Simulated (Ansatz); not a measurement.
A nudged elastic band was laid between two geometries of BClH₆N₂ (10 atoms, charge 0, multiplicity 1).

Method: RKS LDA/6-31G* (Ansatz).

| Quantity | Value |
| --- | --- |
| movable images | 7 |
| climbing image | yes |
| spring | 5.0 eV/Å² |
| optimiser | quadratic models (default) |
| start path | through a guess of the saddle point |
| force threshold | 0.05 eV/Å |
| iteration limit | 60 |
| end points | relaxed |

Image 0:

```xyz
10
Properties=species:S:1:pos:R:3
B 0.097 0.299 0.119
Cl 0.148 -0.843 1.630
N 1.269 0.277 -0.762
H 2.120 -0.097 -0.326
H 1.111 -0.241 -1.629
H -0.975 0.223 -0.454
N 0.110 1.743 0.860
H 0.961 1.817 1.442
H 0.139 2.482 0.140
H -0.709 1.867 1.475
```

Image 8:

```xyz
10
Properties=species:S:1:pos:R:3
B 0.162 0.818 -0.544
Cl -0.204 -0.230 2.892
N 1.289 0.069 -0.864
H 1.285 -0.596 -1.635
H 2.129 0.016 -0.285
H -0.835 0.743 -1.217
N 0.142 1.652 0.645
H 1.030 2.030 0.995
H -0.596 2.359 0.703
H -0.132 0.668 1.805
```

Problem. Which bonds break or form, and what moves?

Solution. Bonds broken: B1–Cl2, N7–H10. Bonds formed: Cl2–H10. BClH6N2 becomes BH5N2 + ClH.

Problem. Give the energies along the band, and the barrier.

Solution. It converged. The highest image is number 6 of 0 to 8, 0.62 eV above the first end and 0.29 eV above the last; the last end lies 0.32 eV above the first. The profile has 2 maxima (images 2, 6) with wells between them (image 4): this band takes more than one step, which may be the mechanism or a detour left from its start path. A vibrational analysis at the climbing image gives one clearly imaginary mode, 297i cm⁻¹: a first-order saddle point. The orbitals stay closed-shell, which can raise the energy where a bond breaks towards radicals; this wasn't checked here.

```csv
image,path coordinate (Å),energy (eV),B1–Cl2 (Å),N7–H10 (Å),Cl2–H10 (Å)
0,0.00,0.00,1.90,1.03,2.85
1,1.04,0.10,1.86,1.03,2.80
2,2.07,0.31,1.88,1.03,2.70
3,3.11,0.10,1.92,1.03,2.75
4,4.15,0.03,1.89,1.03,2.68
5,5.19,0.09,1.93,1.03,2.41
6,6.22,0.62,2.64,1.16,1.74
7,6.94,0.37,3.22,1.54,1.42
8,7.65,0.32,3.61,1.54,1.41
```

Problem. What is the geometry of the highest image?

Solution. 
```xyz
10
Properties=species:S:1:pos:R:3
B 0.099 0.552 -0.224
Cl -0.214 -0.516 2.172
N 1.298 0.103 -0.769
H 1.296 -0.747 -1.332
H 2.203 0.269 -0.323
H -0.973 0.244 -0.667
N 0.150 1.775 0.697
H 1.048 2.280 0.728
H -0.625 2.438 0.567
H -0.012 1.129 1.645
```

Time of the run: 4.8 min on 1 thread of Arm Neoverse V1 (shared host), peak memory 0.094 GiB.
